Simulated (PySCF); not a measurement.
PySCF input for Te(F)(SH) (FHSTe), SMILES F[Te]S, TDA-PBE0/def2-SVPD. Coordinates come from a B3LYP-D3(BJ)/def2-TZVP optimisation. The def2 effective core potentials stand for the cores of Te; spin–orbit coupling is left out. The values are those of a single conformer.

```python
import numpy as np
from pyscf import gto, scf, dft, tdscf

mol = gto.M(
    atom='''
    Te    0.48907935   -0.19843607   -0.01568159
    F    -0.67363789   -1.68320708   -0.45517073
    S    -1.13180526    1.47188378    0.36334605
    H    -1.26050093    1.91739853   -0.90155758
    ''',
    basis='def2-SVPD',
    ecp={'Te': 'def2-svp'},
    charge=0,
    spin=0,
    max_memory=1600,
    verbose=4,
)
mf = dft.RKS(mol, xc='pbe0').density_fit(auxbasis='def2-universal-jkfit')
mf.grids.level = 3
mf.conv_tol = 1e-9
mf.max_cycle = 100
mf.kernel()
mf.grids = dft.Grids(mol).set(level=1).build(with_non0tab=True)  # coarser grid for the response kernel
td = tdscf.TDA(mf)
td.singlet = True
td.nstates = 10
td.conv_tol = 1e-4
td.kernel(x0=td.get_init_guess(mf, 15))
td.analyze()
tt = tdscf.TDA(mf)
tt.singlet = False
tt.nstates = 4
tt.conv_tol = 1e-4
tt.kernel(x0=tt.get_init_guess(mf, 9))
tt.analyze(verbose=3)
```

Program output:

```
PySCF version 2.14.0

[INPUT] verbose = 4
[INPUT] num. atoms = 4
[INPUT] num. electrons = 50
[INPUT] charge = 0
[INPUT] spin (= nelec alpha-beta = 2S) = 0
[INPUT] symmetry False subgroup None
[INPUT] Mole.unit = angstrom
[INPUT] Symbol           X                Y                Z      unit          X                Y                Z       unit  Magmom
[INPUT]  1 Te     0.489079350000  -0.198436070000  -0.015681590000 AA    0.924226024680  -0.374989825535  -0.029633910298 Bohr   0.0
[INPUT]  2 F     -0.673637890000  -1.683207080000  -0.455170730000 AA   -1.272991119230  -3.180800392129  -0.860148019618 Bohr   0.0
[INPUT]  3 S     -1.131805260000   1.471883780000   0.363346050000 AA   -2.138801967742   2.781457231390   0.686624522943 Bohr   0.0
[INPUT]  4 H     -1.260500930000   1.917398530000  -0.901557580000 AA   -2.382001537460   3.623358093344  -1.703696911726 Bohr   0.0

nuclear repulsion = 180.332545954791
number of shells = 37
number of NR pGTOs = 158
number of NR cGTOs = 93
basis = def2-SVPD
ecp = {'Te': 'def2-svp'}


[settings echo left out]
init E= -738.230971921235
  HOMO = -0.765069770589278  LUMO = -0.651274443897135  gap/eV = 3.09653
cycle= 1 E= -762.822553536794  delta_E= -24.6  |g|= 3.24  |ddm|= 9.28
  HOMO = -0.166567772957713  LUMO = -0.151829667478011  gap/eV = 0.40104
cycle= 2 E= -733.622449174343  delta_E= 29.2  |g|= 7.05  |ddm|= 12.8
  HOMO = -0.134092527124503  LUMO = -0.082985968124062  gap/eV = 1.39068
cycle= 3 E= -765.3490325812  delta_E= -31.7  |g|= 2.04  |ddm|= 9.82
  HOMO = -0.163859780724333  LUMO = -0.0839781958720713  gap/eV = 2.17369
cycle= 4 E= -765.58969453185  delta_E= -0.241  |g|= 1.84  |ddm|= 2.81
  HOMO = -0.216759517800121  LUMO = -0.0771205481918445  gap/eV = 3.79977
cycle= 5 E= -766.2149400319  delta_E= -0.625  |g|= 0.277  |ddm|= 1.17
  HOMO = -0.252690720250984  LUMO = -0.0906643070695463  gap/eV = 4.40896
cycle= 6 E= -766.240668092506  delta_E= -0.0257  |g|= 0.175  |ddm|= 0.568
  HOMO = -0.251447095705963  LUMO = -0.0904450836556116  gap/eV = 4.38109
cycle= 7 E= -766.247496923713  delta_E= -0.00683  |g|= 0.0308  |ddm|= 0.177
  HOMO = -0.248426683561206  LUMO = -0.0872655203414422  gap/eV = 4.38542
cycle= 8 E= -766.247771426957  delta_E= -0.000275  |g|= 0.00707  |ddm|= 0.0485
  HOMO = -0.248839060791219  LUMO = -0.0877124619924904  gap/eV = 4.38448
cycle= 9 E= -766.247785362764  delta_E= -1.39e-05  |g|= 0.00166  |ddm|= 0.0104
  HOMO = -0.248860909931764  LUMO = -0.0877581261209244  gap/eV = 4.38383
cycle= 10 E= -766.247786279944  delta_E= -9.17e-07  |g|= 0.00051  |ddm|= 0.00276
  HOMO = -0.248857419902244  LUMO = -0.0877418475121102  gap/eV = 4.38418
cycle= 11 E= -766.247786357538  delta_E= -7.76e-08  |g|= 8.37e-05  |ddm|= 0.000633
  HOMO = -0.248857302149261  LUMO = -0.0877399256736655  gap/eV = 4.38423
cycle= 12 E= -766.247786359552  delta_E= -2.01e-09  |g|= 2.18e-05  |ddm|= 0.000126
  HOMO = -0.248857131928446  LUMO = -0.0877394519605681  gap/eV = 4.38424
cycle= 13 E= -766.247786359733  delta_E= -1.82e-10  |g|= 2.47e-06  |ddm|= 3.95e-05
  HOMO = -0.248857488140857  LUMO = -0.0877398455132488  gap/eV = 4.38423
Extra cycle  E= -766.247786359734  delta_E= -5.68e-13  |g|= 2.91e-06  |ddm|= 6.69e-06
converged SCF energy = -766.247786359734
tot grids = 22120


******** <class 'pyscf.tdscf.rks.TDA'> for <class 'pyscf.df.df_jk.DFRKS'> ********
nstates = 10 singlet
deg_eia_thresh = 1.000e-03
wfnsym = None
conv_tol = 0.0001
eigh lindep = 1e-12
eigh level_shift = 0
eigh max_cycle = 100


Excitation energies (eV)
[2.92044568 3.51687151 4.99746645 5.13996236 5.41736784 5.92430181
 6.42443768 6.7390262  6.83335206 7.03747187]

** Singlet excitation energies and oscillator strengths **
Excited State   1:      2.92045 eV    424.54 nm  f=0.0009
      25 -> 26       -0.69974
Excited State   2:      3.51687 eV    352.54 nm  f=0.0009
      25 -> 27       -0.69783
Excited State   3:      4.99747 eV    248.09 nm  f=0.0092
      23 -> 27       -0.11245
      24 -> 26        0.31555
      24 -> 27       -0.61509
Excited State   4:      5.13996 eV    241.22 nm  f=0.0144
      23 -> 27       -0.19431
      24 -> 26        0.57768
      24 -> 27        0.33553
Excited State   5:      5.41737 eV    228.86 nm  f=0.0448
      25 -> 28       -0.69648
Excited State   6:      5.92430 eV    209.28 nm  f=0.0080
      23 -> 26       -0.68627
Excited State   7:      6.42444 eV    192.99 nm  f=0.0728
      25 -> 29        0.69329
Excited State   8:      6.73903 eV    183.98 nm  f=0.0190
      24 -> 28        0.68647
Excited State   9:      6.83335 eV    181.44 nm  f=0.0816
      25 -> 30        0.68744
Excited State  10:      7.03747 eV    176.18 nm  f=0.0179
      23 -> 27       -0.11518
      25 -> 31       -0.66082
      25 -> 32       -0.16485

** Transition electric dipole moments (AU) **
state          X           Y           Z        Dip. S.      Osc.
  1        -0.0410     -0.0074      0.1066      0.0131      0.0009
  2         0.0730     -0.0645     -0.0303      0.0104      0.0009
  3         0.2557     -0.0970      0.0161      0.0750      0.0092
  4         0.0875     -0.3267     -0.0138      0.1146      0.0144
  5         0.2506     -0.0670     -0.5196      0.3373      0.0448
  6        -0.1577     -0.1523     -0.0822      0.0548      0.0080
  7         0.0630     -0.2222      0.6397      0.4626      0.0728
  8         0.1833      0.2803      0.0527      0.1150      0.0190
  9        -0.6495      0.2551     -0.0219      0.4873      0.0816
 10        -0.2268      0.1692     -0.1535      0.1036      0.0179

WARN: ECP detected. Skipping calculation of transition velocity and magnetic dipole moments, which have not yet been implemented.



******** <class 'pyscf.tdscf.rks.TDA'> for <class 'pyscf.df.df_jk.DFRKS'> ********
nstates = 4 triplet
deg_eia_thresh = 1.000e-03
wfnsym = None
conv_tol = 0.0001
eigh lindep = 1e-12
eigh level_shift = 0
eigh max_cycle = 100


Excitation energies (eV)
[2.10207913 2.74384138 4.3320372  4.38295382]

** Triplet excitation energies and oscillator strengths **
Excited State   1:      2.10208 eV    589.82 nm  f=0.0000
Excited State   2:      2.74384 eV    451.86 nm  f=0.0000
Excited State   3:      4.33204 eV    286.20 nm  f=0.0000
Excited State   4:      4.38295 eV    282.88 nm  f=0.0000
```

The run converged.

Cost: roughly 26 core-seconds.
